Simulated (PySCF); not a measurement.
C5H8BNO2Si.
Geometry (PBE0-D3(BJ)/def2-SVP, Å), atoms numbered from 1 in this order:
```
atom  x, y, z in Å
O1     2.4319   -0.6859    0.9709
B2     2.6455   -0.3531   -0.3315
O3     3.8215    0.1379   -0.8089
Si4    1.0978   -0.6379   -1.6157
C5    -0.5020   -0.0835   -0.7609
C6    -1.7009   -0.8076   -0.7714
C7    -2.8113   -0.2941   -0.1047
C8    -2.6909    0.9281    0.5492
C9    -1.4580    1.5817    0.5039
N10   -0.3945    1.0966   -0.1261
H11    3.1712   -0.5092    1.5653
H12    4.5138    0.2535   -0.1466
H13    0.9529   -2.0801   -2.0096
H14    1.2666    0.1456   -2.8808
H15   -1.7587   -1.7643   -1.2962
H16   -3.7578   -0.8414   -0.0949
H17   -3.5321    1.3707    1.0873
H18   -1.3287    2.5471    1.0077
```

The calculation used TDDFT PBE0/def2-SVPD, vertical, gas phase, core orbitals frozen in the response (PySCF).

Ground-to-excited transition dipoles (e·a0, same axes as the geometry; the sign carries no meaning), for the states with f of 0.002 or more among the lowest 8:

```
state  E (eV)      μx      μy      μz
   S1   4.501  -0.080   0.092  -0.156
   S3   5.402  -0.566   0.372   0.347
   S4   5.971  -0.382   0.091   0.121
   S5   6.046   0.574   0.017  -0.148
   S6   6.094   0.733   0.012  -0.068
   S7   6.353  -0.274  -0.094   0.133
   S8   6.453   0.251  -0.122   0.158
```

(1) What oscillator strength does each state have?

(2) What angle do the transition dipoles of S5 and S7 make?

(3) What peak molar absorption coefficient would the strongest computed level give as a lone Gaussian band 0.3 eV wide at half height?

## Answers

(1) f = (2/3) ΔE |μ|² with ΔE in hartree (27.2114 eV).

```json
{"state": "S1", "|μ|² (au)": "0.039", "|μ| (D)": "0.50", "f": "0.004"}
{"state": "S3", "|μ|² (au)": "0.580", "|μ| (D)": "1.94", "f": "0.077"}
{"state": "S4", "|μ|² (au)": "0.169", "|μ| (D)": "1.04", "f": "0.025"}
{"state": "S5", "|μ|² (au)": "0.352", "|μ| (D)": "1.51", "f": "0.052"}
{"state": "S6", "|μ|² (au)": "0.541", "|μ| (D)": "1.87", "f": "0.081"}
{"state": "S7", "|μ|² (au)": "0.101", "|μ| (D)": "0.81", "f": "0.016"}
{"state": "S8", "|μ|² (au)": "0.103", "|μ| (D)": "0.82", "f": "0.016"}
```

(2) |cos θ| = |μa·μb| / (|μa| |μb|) = 0.94, so θ ≈ 19° (taken between 0 and 90°, since the signs are arbitrary).

(3) ε(max) = 2.175×10⁸ f / FWHM, with the width in cm⁻¹. S6: 2.175×10⁸ × 0.0808 / 2420 ≈ 7300 L mol⁻¹ cm⁻¹.

The vertical ionisation energy (ΔSCF) is 8.86 eV, 2.41 eV above S8.

One conformer stands for the species.
